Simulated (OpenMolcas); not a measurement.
**Cr5+, Mo5+, W5+: d down the group**

| Property | Result |
| --- | --- |
| Program | OpenMolcas |
| Method | XMS-CASPT2, IPEA 0.25 Eh, imaginary shift 0.1 Eh |
| Basis | ANO-RCC-VTZP |
| Scalar Hamiltonian | DKH2, point nucleus |
| Spin-orbit coupling | RASSI with atomic mean-field integrals over the reference wave functions, term energies averaged over their components |

Active space for each ion: 1 electron in 10 orbitals (d d); closed shells correlated by CASPT2: Cr5+ 3s 3p; Mo5+ 4s 4p; W5+ 5s 5p.

Computed levels in cm-1 above 2D 3/2:

```json
{"Level": "2D 5/2", "Cr5+": "923", "Mo5+": "2480", "W5+": "8930"}
{"Level": "weight of 2D in the lowest level (%)", "Cr5+": "100", "Mo5+": "100", "W5+": "100"}
```

Measured, with the error of the calculation in %. Measured levels: Cr5+ from Sugar and Corliss, J. Phys. Chem. Ref. Data 6, 317 (1977); Mo5+ from Sugar and Musgrove, J. Phys. Chem. Ref. Data 17, 155 (1988); W5+ from the list in J. Phys. B 45, 035002 (2012).

| Level | Cr5+ | Mo5+ | W5+ |
| --- | --- | --- | --- |
| 2D 5/2 | 940 (-1.8) | 2584 (-3.9) | 8709 (+2.5) |

The fine-structure level 2D 5/2 changes by a factor of 9.67 from Cr5+ to W5+.

CASPT2 breaks the degeneracy within a term, and the mean is taken; among the terms shown or strongly mixed into the levels shown the widest spread is 63 cm-1 (3d 2D, Cr5+). With one active electron, CASPT2 adds the correlation within the correlated inactive shells and between them and that electron, and leaves the splitting within a term as the reference gives it. With one active electron outside closed inactive shells, the extra shells (4d) add no correlation to the reference (holds for Cr5+). With one active electron outside closed inactive shells, the extra shells (5d) add no correlation to the reference (holds for Mo5+). With one active electron outside closed inactive shells, the extra shells (6d) add no correlation to the reference (holds for W5+). Computed and measured levels are paired by configuration, term and J; levels that our copy of the source lacks, or whose pairing is in doubt (as where it misses far off the trend of its configuration), stay unpaired and out of the deviations. Only configurations of the active space appear.
